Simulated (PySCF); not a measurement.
Compound: C3H6BNO2.
Numbering: `[NH3+:1][BH2-:2][C:3]#[C:4][C:5](=[O:6])[OH:7]` (hydrogens: H8, H9, H10 on N1; H11, H12 on B2; H13 on O7)

Level of theory: PySCF, PBE0-D3(BJ)/def2-SVP geometry optimisation, gas phase.

Q: List the bond lengths, angles and torsions at this level.

A: 
```csv
bond,length (Å)
N1–B2,1.632
B2–C3,1.561
C3≡C4,1.222
C4–C5,1.440
C5=O6,1.207
C5–O7,1.340
"N1–H8, N1–H9, N1–H10",1.021
"B2–H11, B2–H12",1.222
O7–H13,0.970
```

Bonds in one row agree within 0.01 Å and their mean is given. A selection of angles:
```csv
angle,degrees
B2–N1–H8,110.8
H8–N1–H9,107.3
N1–B2–C3,106.1
N1–B2–H11,106.0
C3–B2–H11,112.9
H11–B2–H12,112.5
B2–C3–C4,177.5
C3–C4–C5,176.9
C4–C5–O6,124.6
C4–C5–O7,112.7
O6–C5–O7,122.7
C5–O7–H13,105.6
```

Dihedral angles: H13–O7–C5–C4 180° (antiperiplanar).

The 7 heavy atoms lie in one plane (0.009 Å rms). The C–O distances run from 1.207 Å (C5=O6, drawn double) to 1.340 Å (C5–O7, drawn single), a spread of 0.133 Å. The C–C distances run from 1.222 Å (C3≡C4, drawn triple) to 1.440 Å (C4–C5, drawn single), a spread of 0.218 Å. B2 (four-coordinate boron) is distorted tetrahedral (angles from 105.8° to 112.9°). N1 (nitrogen bonded to B and 3 H) is tetrahedral (angles from 107.3° to 111.1°).

Point group: Cs (every atom within 0.08 Å of its image). No PBE0-D3(BJ)/def2-SVP frequencies stand behind this structure, so it isn't proved a minimum. The numbers are those of one conformer (C4–C5–O7–H 180°).
